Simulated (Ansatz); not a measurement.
C$_{3}$H$_{10}$O$_{5}$W (`C[O][W](=[O])([OH])([O]C)[O]C`), relaxed with RKS PBE0-D4/def2-TZVP in Ansatz from a PBE-D4/def2-SVP geometry. The force threshold is 0.005 eV/Å; the program also tests the step.

The species carries charge 0 and has multiplicity 1. W: def2 effective core potential.

Start:

```xyz
19

C    -1.733   -2.619   -1.204
O    -1.099   -1.382   -1.353
W     0.108   -0.199   -0.499
O     1.441   -0.142   -1.588
O     0.352   -1.723    0.697
O     0.916    0.799    0.955
C     2.140    0.652    1.615
O    -0.994    1.330   -0.714
C    -0.930    2.702   -0.416
H    -1.585   -3.237   -2.118
H    -2.825   -2.480   -1.043
H    -1.302   -3.151   -0.324
H     0.779   -1.585    1.562
H     2.998    0.752    0.909
H     2.236    1.417    2.416
H     2.232   -0.351    2.105
H    -1.938    3.075   -0.134
H    -0.569    3.274   -1.299
H    -0.228    2.869    0.434
```

| step | energy (eV) | largest force (eV/Å) | largest move (Å) |
| --- | --- | --- | --- |
| 1 | -15330.8416 | 0.945 | 0.000 |
| 2 | -15330.9604 | 0.340 | 0.066 |
| 3 | -15330.9699 | 0.058 | 0.027 |
| 4 | -15330.9709 | 0.057 | 0.022 |
| 5 | -15330.9716 | 0.041 | 0.024 |
| 6 | -15330.9724 | 0.036 | 0.055 |
| 7 | -15330.9728 | 0.024 | 0.013 |
| 8 | -15330.9732 | 0.014 | 0.025 |
| 9 | -15330.9733 | 0.015 | 0.009 |
| 10 | -15330.9734 | 0.006 | 0.015 |
| 11 | -15330.9734 | 0.011 | 0.014 |
| 12 | -15330.9734 | 0.005 | 0.005 |

End:

```xyz
19

C    -1.738   -2.553   -1.221
O    -1.000   -1.381   -1.369
W     0.148   -0.223   -0.462
O     1.484   -0.118   -1.504
O     0.340   -1.746    0.717
O     0.894    0.758    1.003
C     2.163    0.680    1.580
O    -1.000    1.245   -0.671
C    -0.943    2.616   -0.393
H    -1.603   -3.183   -2.104
H    -2.801   -2.316   -1.113
H    -1.394   -3.090   -0.331
H     0.712   -1.596    1.588
H     2.945    0.753    0.816
H     2.281    1.493    2.301
H     2.304   -0.268    2.120
H    -1.953    2.982   -0.192
H    -0.530    3.157   -1.250
H    -0.310    2.791    0.483
```

Run time 20 s (4 threads of an AMD EPYC 7R13 on a shared host and a share of an NVIDIA H100 80 GB); peak host memory 1 GiB.
